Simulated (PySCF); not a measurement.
HBN (SMILES B=[N]), doublet, geometry from GFN2-xTB; TPSS/def2-TZVP (PySCF).

Input for PySCF:
```python
from pyscf import gto, scf, dft

mol = gto.Mole()
mol.atom = '''
    B    -0.00000000   -0.00000000   -0.57858715
    N     0.00000000    0.00000000    0.65947657
    H    -0.00000000   -0.00000000   -1.72340024
'''
mol.basis = 'def2-tzvp'
mol.spin = 1
mol.verbose = 4
mol.build()

mf = dft.UKS(mol)
mf.xc = 'tpss'
mf.diis = False
mf.max_cycle = 100
mf.kernel()
mf.analyze()
```

Task: Write the output that PySCF gives for this input, abridged.

Result: 
```
PySCF version 2.14.0

[INPUT] verbose = 4
[INPUT] num. atoms = 3
[INPUT] num. electrons = 13
[INPUT] charge = 0
[INPUT] spin (= nelec alpha-beta = 2S) = 1
[INPUT] symmetry False subgroup None
[INPUT] Mole.unit = angstrom
[INPUT] Symbol           X                Y                Z      unit          X                Y                Z       unit  Magmom
[...]
nuclear repulsion = 18.8255328587034
number of shells = 26
number of NR pGTOs = 100
number of NR cGTOs = 68
basis = def2-tzvp
ecp = {}

******** <class 'pyscf.dft.uks.UKS'> ********
method = UKS
initial guess = minao
damping factor = 0
level_shift factor = 0
DIIS disabled
SCF conv_tol = 1e-09
SCF conv_tol_grad = None
SCF max_cycles = 100
direct_scf = True
direct_scf_tol = 1e-13
number electrons alpha = 7  beta = 6
XC library pyscf.dft.libxc version 7.1.2
    S. Lehtola, C. Steigemann, M. J. T. Oliveira, and M. A. L. Marques,  SoftwareX 7, 1–5 (2018)
XC functionals = tpss
    J. Tao, J. P. Perdew, V. N. Staroverov, and G. E. Scuseria,  Phys. Rev. Lett. 91, 146401 (2003)
    J. P. Perdew, J. Tao, V. N. Staroverov, and G. E. Scuseria,  J. Chem. Phys. 120, 6898 (2004)
    J. Tao, J. P. Perdew, V. N. Staroverov, and G. E. Scuseria,  Phys. Rev. Lett. 91, 146401 (2003)
    J. P. Perdew, J. Tao, V. N. Staroverov, and G. E. Scuseria,  J. Chem. Phys. 120, 6898 (2004)
radial grids:
    Treutler-Ahlrichs [JCP 102, 346 (1995); DOI:10.1063/1.469408] (M4) radial grids

becke partition: Becke, JCP 88, 2547 (1988); DOI:10.1063/1.454033
pruning grids: <function nwchem_prune>
grids dens level: 3
symmetrized grids: False
atomic radii adjust function: <function treutler_atomic_radii_adjust>
small_rho_cutoff = 0
Set gradient conv threshold to 3.16228e-05
tot grids = 37760
init E= -80.195528847529

cycle= 1 E= -80.1071858238713  delta_E= 0.0883  |g|= 0.205  |ddm|= 1.07
cycle= 2 E= -80.0324318355605  delta_E= 0.0748  |g|= 0.43  |ddm|= 0.442
cycle= 3 E= -78.8828510454485  delta_E= 1.15  |g|= 1.42  |ddm|= 0.902
cycle= 4 E= -73.0346811214202  delta_E= 5.85  |g|= 2.52  |ddm|=  6.7
cycle= 5 E= -71.1539153359011  delta_E= 1.88  |g|= 4.13  |ddm|= 7.62
cycle= 6 E= -68.5441911111687  delta_E= 2.61  |g|= 2.92  |ddm|= 6.86
cycle= 7 E= -69.835471851381  delta_E= -1.29  |g|= 4.52  |ddm|= 6.42
cycle= 8 E= -68.3187019907306  delta_E= 1.52  |g|= 2.93  |ddm|= 6.47
cycle= 9 E= -69.7743579927208  delta_E= -1.46  |g|= 4.54  |ddm|= 6.46
cycle= 10 E= -68.3070895108282  delta_E= 1.47  |g|= 2.92  |ddm|= 6.47
[...]
SCF not converged.
Total Energy =                         -68.306344262607553
[...]
spin_pop of  0 B 3dxy      0.00000
spin_pop of  0 B 3dyz     -0.00017
spin_pop of  0 B 3dz^2     0.02131
spin_pop of  0 B 3dxz     -0.00017
spin_pop of  0 B 3dx2-y2    0.00000
spin_pop of  0 B 4dxy      0.00000
spin_pop of  0 B 4dyz     -0.00003
spin_pop of  0 B 4dz^2     0.00782
spin_pop of  0 B 4dxz     -0.00003
spin_pop of  0 B 4dx2-y2    0.00000
spin_pop of  0 B 4f-3     -0.00000
spin_pop of  0 B 4f-2      0.00000
spin_pop of  0 B 4f-1     -0.00019
spin_pop of  0 B 4f+0      0.02270
spin_pop of  0 B 4f+1     -0.00019
spin_pop of  0 B 4f+2      0.00000
spin_pop of  0 B 4f+3     -0.00000
spin_pop of  1 N 1s        0.00000
spin_pop of  1 N 2s        0.00343
spin_pop of  1 N 3s        0.00247
spin_pop of  1 N 4s        0.00111
spin_pop of  1 N 5s        0.00025
spin_pop of  1 N 2px      -0.00000
spin_pop of  1 N 2py      -0.00000
spin_pop of  1 N 2pz       0.02506
spin_pop of  1 N 3px      -0.00016
spin_pop of  1 N 3py      -0.00016
spin_pop of  1 N 3pz       0.00003
spin_pop of  1 N 4px      -0.00001
spin_pop of  1 N 4py      -0.00001
spin_pop of  1 N 4pz       0.00196
spin_pop of  1 N 3dxy      0.00000
spin_pop of  1 N 3dyz      0.00004
spin_pop of  1 N 3dz^2     0.00019
spin_pop of  1 N 3dxz      0.00004
spin_pop of  1 N 3dx2-y2   -0.00000
spin_pop of  1 N 4dxy      0.00000
spin_pop of  1 N 4dyz      0.00001
spin_pop of  1 N 4dz^2     0.00021
spin_pop of  1 N 4dxz      0.00001
spin_pop of  1 N 4dx2-y2    0.00000
spin_pop of  1 N 4f-3     -0.00000
spin_pop of  1 N 4f-2      0.00000
spin_pop of  1 N 4f-1      0.00000
spin_pop of  1 N 4f+0      0.00009
spin_pop of  1 N 4f+1      0.00000
spin_pop of  1 N 4f+2     -0.00000
spin_pop of  1 N 4f+3     -0.00000
spin_pop of  2 H 1s        0.05407
spin_pop of  2 H 2s        0.25437
spin_pop of  2 H 3s        0.02173
spin_pop of  2 H 2px      -0.00008
spin_pop of  2 H 2py      -0.00008
spin_pop of  2 H 2pz       0.02091
 ** Mulliken Spin Density (per atom)  **
spin density of  0 B =      0.61453
spin density of  1 N =      0.03456
spin density of  2 H =      0.35092
 ** Mulliken pop alpha/beta on meta-lowdin orthogonal AOs **
 ** Mulliken pop       alpha | beta **
In total             7.00000 | 6.00000
 ** Mulliken atomic charges   ( Nelec_alpha | Nelec_beta ) **
charge of  0B =     -3.55086  (     4.58269      3.96816 )
charge of  1N =      4.83452  (     1.10002      1.06546 )
charge of  2H =     -1.28367  (     1.31729      0.96638 )
Dipole moment(X, Y, Z, Debye): -0.00000, -0.00000, 49.76103
```

The run did not converge; its last values are not results.
